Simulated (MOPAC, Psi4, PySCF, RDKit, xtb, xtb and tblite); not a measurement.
Two geometries of SMILES C(c1occc1)c1occc1 (C9H8O2), singlet, relaxed at GFN2-xTB with one dihedral held; other torsions can differ between them too.

Structure A

```
19

C      2.9628     0.5535     0.9507
C      2.7831    -0.7922     0.9389
O      1.7601    -1.1265     0.1303
C      1.2703     0.0196    -0.3893
C      0.1107    -0.0758    -1.3333
C     -0.3122     1.2690    -1.8180
C     -1.1764     2.1881    -1.3007
C     -1.1491     3.2983    -2.1809
C     -0.2703     2.9704    -3.1641
O      0.2409     1.7453    -2.9529
C      1.9747     1.0854     0.0834
H      3.6987     1.1029     1.5009
H      3.2924    -1.5917     1.4389
H      0.3978    -0.6934    -2.1893
H     -0.7256    -0.5652    -0.8266
H     -1.7586     2.0877    -0.4079
H     -1.7070     4.2074    -2.0894
H      0.0622     3.4972    -4.0363
H      1.8136     2.1170    -0.1529
```

Structure B

```
19

C      2.9126     0.5933     0.9350
C      2.7593    -0.7568     0.9361
O      1.7659    -1.1211     0.1056
C      1.2697     0.0067    -0.4441
C      0.1143    -0.1100    -1.3889
C     -1.1476     0.3373    -0.7210
C     -2.0345    -0.3255     0.0745
C     -3.0091     0.6278     0.4611
C     -2.6381     1.7965    -0.1242
O     -1.5120     1.6310    -0.8405
C      1.9389     1.0936     0.0355
H      3.6233     1.1632     1.4975
H      3.2730    -1.5388     1.4587
H      0.2905     0.5168    -2.2650
H      0.0180    -1.1518    -1.6956
H     -2.0006    -1.3603     0.3472
H     -3.8620     0.4601     1.0860
H     -3.0732     2.7759    -0.1138
H      1.7612     2.1178    -0.2208
```

Problem. Which is lower in energy at the level B3LYP-D3(BJ)/def2-SVP // GFN2-xTB run with Psi4, and by how much?

Solution. A is lower, by 0.96 kcal/mol (dihedral O3–C4–C5–C6: 180° in A, 105° in B).

E(B) − E(A) in kcal/mol at the other levels, on the same two geometries: GFN2-xTB (xtb and tblite) -0.33; MMFF94 // GFN2-xTB (RDKit) -0.97; B3LYP/def2-SVP // GFN2-xTB (Psi4) 0.67; PBE/def2-SVP // GFN2-xTB (Psi4) 0.64; PBE-D3(BJ)/def2-SVP // GFN2-xTB (Psi4) 0.81; UFF // GFN2-xTB (RDKit) -1.33; PM7, restricted, heats of formation // GFN2-xTB (MOPAC) -0.24; AM1, restricted, heats of formation // GFN2-xTB (MOPAC) -0.07; GFN1-xTB // GFN2-xTB (xtb) -0.21; restricted B3LYP/6-31G*, spherical d, density fitting // GFN2-xTB (PySCF) 0.80; restricted BP86/6-31G*, spherical d, density fitting // GFN2-xTB (PySCF) 0.72; restricted Hartree-Fock/LANL2DZ, density fitting // GFN2-xTB (PySCF) 1.08; restricted B3LYP/3-21G, density fitting // GFN2-xTB (PySCF) 0.68.
